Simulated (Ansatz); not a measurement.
Abridged output of a molecular run in Ansatz:

```
Functional definition: HF
1036 factors; integrals over basis functions are off by at most 1.2e-3 eV
mean field evaluation 1: about -9420.3891 eV, gradient 3.4e1 eV
mean field evaluation 2: about -9420.4012 eV, gradient 3.4e1 eV
mean field evaluation 4: about -9423.6132 eV, gradient 4.4e0 eV
mean field evaluation 8: about -9423.6836 eV, gradient 2.7e-1 eV
mean field evaluation 16: about -9423.6630 eV, gradient 1.7e0 eV
mean field -9423.68397354 eV, -346.3139984251 hartree, gradient 2.1e-6 eV, S^2 0.000000; 0 other end points of the search recorded, 0 dependent functions left out
7 core orbitals not correlated: weight in the atoms' cores, before any rotation towards them, 1.000 or more for the frozen orbitals, at most 0.000 for the correlated occupied ones
reference -9423.68397354 eV, -346.3139984251 hartree; 16, 16 occupied and 70, 70 virtual orbitals, 1036 factors
second order -14.64781112 eV of doubles, -0.00000000 eV of singles
cycle   1  -15.02092582 eV  change   -3.7e-1 eV  update   1.0e-1
cycle   2  -15.55338400 eV  change   -5.3e-1 eV  update   3.2e-2
cycle   3  -15.66175947 eV  change   -1.1e-1 eV  update   1.4e-2
cycle   4  -15.66764211 eV  change   -5.9e-3 eV  update   4.1e-3
cycle   5  -15.67063069 eV  change   -3.0e-3 eV  update   1.6e-3
cycle   6  -15.67050332 eV  change    1.3e-4 eV  update   3.9e-4
cycle   7  -15.67067398 eV  change   -1.7e-4 eV  update   1.2e-4
cycle   8  -15.67074892 eV  change   -7.5e-5 eV  update   3.5e-5
cycle   9  -15.67074387 eV  change    5.1e-6 eV  update   1.1e-5
perturbative correction -0.56984774 eV, -0.0209415183 hartree
Total energy: -9439.92456515 eV, -346.9108291587 hartree
```

Its atoms:

```xyz
9

C    -0.6754    1.2475   -0.2394
Sn   -0.2284   -0.7257    0.4159
C     1.7323   -1.1431   -0.2762
N     2.7990   -1.3421   -0.6650
H    -1.6809    1.5242    0.0771
H     0.0428    1.9446    0.1905
H    -0.6143    1.2917   -1.3261
H    -1.2201   -1.9163   -0.2847
H    -0.1551   -0.8807    2.1078
```

Question: Which basis set was used?
A. def2-SVP
B. def2-TZVPP
C. def2-SVPD
D. cc-pV(T+d)Z

Answer: A. It gives 93 functions.

Question: Write the keys of the input that set method, charge and spin (a neutral closed shell needs none for the last two).

Answer: 
```yaml
correlation: {method: ccsd_t}
```
